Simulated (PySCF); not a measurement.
A calculated (UHF, PySCF 2.14, def2-TZVP, the non-relativistic Hamiltonian (point nucleus)) atom or ion has these occupied shells.

```json
{"shell": "1s", "electrons": "2", "orbital energy (eV)": "-493.17", "rms radius, mean of both spins (bohr)": "0.263"}
{"shell": "2s", "electrons": "2", "orbital energy (eV)": "-75.277", "rms radius, mean of both spins (bohr)": "1.20"}
```

(1) Name the element and its charge.

Results:

(1) N(3+) (nitrogen, charge +3), in [He] 2s2, closed-shell 1S.
